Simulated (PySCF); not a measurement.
## Telling isomers of C$_{6}$H$_{7}$N$_{3}$O apart by NMR

[PySCF 2.14: geometry: PBE0-D3(BJ)/def2-SVP; GIAO PBE0/pcSseg-1 shieldings; isolated molecule; rapidly exchanging positions averaged; no relativistic terms; single conformer]

Chemical shifts δ = σref − σ; $^{1}$H, $^{13}$C against TMS, all at this level. Where no couplings were computed, multiplicities follow the n + 1 count of equivalent neighbours, and m marks all less simple cases (inequivalent or close neighbours, rings, F or P nearby). Shifts are as computed. Against solution values, carbons near 30 ppm lie about +2 ppm off and those near 130 ppm about +5 ppm. Of 1313 compounds with measured shifts, 239 miss one by over three times the rms of a fit or turn the order of signals round; such compounds aren't used in these exercises.

(1) Tabulate the signals of `C#CCn1ncc(OC)n1`, `C=Cn1nncc1C(C)=O`, `Cc1nnc(C=O)c(C)n1` and their relative energies.

(2) What is the quickest way to tell C=Cn1nncc1C(C)=O from Cc1nnc(C=O)c(C)n1?

(3) What is the quickest way to tell C#CCn1ncc(OC)n1 from Cc1nnc(C=O)c(C)n1?

(4) What is the quickest way to tell C#CCn1ncc(OC)n1 from C=Cn1nncc1C(C)=O?

Results:

(1) 
```json
{"SMILES": "C#CCn1ncc(OC)n1", "carbon types": "2×C 2×CH 1×CH2 1×CH3", "δC": "166.8, 123.5, 80.8, 80.3, 56.1, 45.1", "δH": "7.02 (s, 1H), 4.71 (d, 2H), 3.86 (s, 3H), 2.22 (t, 1H)", "E rel. (kcal/mol)": "52.9"}
{"SMILES": "C=Cn1nncc1C(C)=O", "carbon types": "2×C 2×CH 1×CH2 1×CH3", "δC": "191.6, 142.4, 136.6, 133.4, 114.4, 30.4", "δH": "8.72 (m, 1H), 8.03 (s, 1H), 6.87 (m, 1H), 5.48 (m, 1H), 2.59 (s, 3H)", "E rel. (kcal/mol)": "12.3"}
{"SMILES": "Cc1nnc(C=O)c(C)n1", "carbon types": "3×C 1×CH 2×CH3", "δC": "201.5, 172.3, 164.7, 154.0, 26.8, 26.3", "δH": "10.47 (s, 1H), 3.08 (s, 3H), 2.92 (s, 3H)", "E rel. (kcal/mol)": "0.0"}
```

Energies are electronic energies at PBE0/pcSseg-1 on these geometries, without zero-point or thermal terms, each for the one conformer computed, which needn't be the lowest.

(2) Both give the same number of carbon signals, but DEPT or the intensities differ. The first has an alkene CH at 136.6 ppm, the second an aldehyde carbonyl carbon (CH) at 201.5 ppm. Their most deshielded carbons lie at 191.6 and 201.5 ppm. In the proton spectra the most deshielded non-exchanging signals are 8.72 (m, 1H) and 10.47 (s, 1H).

(3) Both give the same number of carbon signals, but DEPT or the intensities differ. The first has an aromatic CH next to a ring nitrogen at 123.5 ppm, the second an aldehyde carbonyl carbon (CH) at 201.5 ppm. Their most deshielded carbons lie at 166.8 and 201.5 ppm. In the proton spectra the most deshielded non-exchanging signals are 7.02 (s, 1H) and 10.47 (s, 1H).

(4) Both give the same number of carbon signals, with the same numbers of each carbon type, so the positions decide. The first has a propargylic sp3 CH2 bonded to N at 45.1 ppm, the second a terminal =CH2 carbon at 114.4 ppm. Their most deshielded carbons lie at 166.8 and 191.6 ppm. In the proton spectra the most deshielded non-exchanging signals are 7.02 (s, 1H) and 8.72 (m, 1H).
